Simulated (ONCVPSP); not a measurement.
**Potentials for Si compared**

Generated with ld1.x 7.5 (TM, RRKJ, ultrasoft, PAW), atompaw 4.2 or ONCVPSP 4.0.1. The cutoff is in Ry: for ld1.x and atompaw files where the sum of valence levels is converged to 10 mRy in a Bessel basis, for ONCV files where the hardest occupied wave has 1 mHa per electron of residual kinetic energy. The error is the largest all-electron minus pseudo excitation energy over each file’s own four to seven test configurations (ionisations up to +4, promotions, holes and added fractions of an electron), all of which were solved. The labels leave out finer settings (local radius, basis sizes, second energies), which also bear on the numbers. Spin-polarised tests are not counted. The rows are a selection from randomly drawn settings: files with unsolved tests, undetermined cutoffs or missed reference levels are left out.

```tsv
potential	cutoff (Ry)	largest error (meV)	bound ghosts
ONCV, LDA (Perdew-Zunger), scalar-relativistic, rc 1.40/2.15 (sp), local s, core correction yes, reference 3s2 3p2, qcut 5.8/4.3, projectors 0/2	21	+57	none
ONCV, PBE, non-relativistic, rc 1.10/0.90 (sp), local smoothed, core correction yes, reference 2s2 2p6 3s2 3p2, qcut 8.3/16.4, projectors 2/2	203	+2.3	none
ONCV, PBEsol, non-relativistic, rc 0.75/0.75/0.65 (spd), local smoothed, core correction yes, reference 2s2 2p6 3s1, qcut 14.8/19.6/15.4, projectors 3/2/1	284	+0.8	none
ONCV, PBE, scalar-relativistic, rc 1.80/2.20 (sp), local smoothed, core correction no, reference 3s2 3p2, qcut 2.9/3.8, projectors 2/1	53	+52	none
```

(1) Fill in the row for Si: ONCV, LDA (Perdew-Wang 92), scalar-relativistic, rc 1.75/1.75/1.75 (spd), local p, core correction yes, reference 3s1.5 3p2.5, qcut 4.8/5/5.2, projectors 1/0/1.

(2) Fill in the row for Si: ONCV, BLYP, fully relativistic, rc 1.85/2.10/1.70 (spd), local smoothed, core correction no, reference 3s2 3p0.5, qcut 3/4.5/5.4, projectors 2/2/2.

Answers

(1) cutoff 17 Ry, largest error -21 meV, bound ghosts: none.

(2) cutoff 52 Ry, largest error +19 meV, bound ghosts: none.
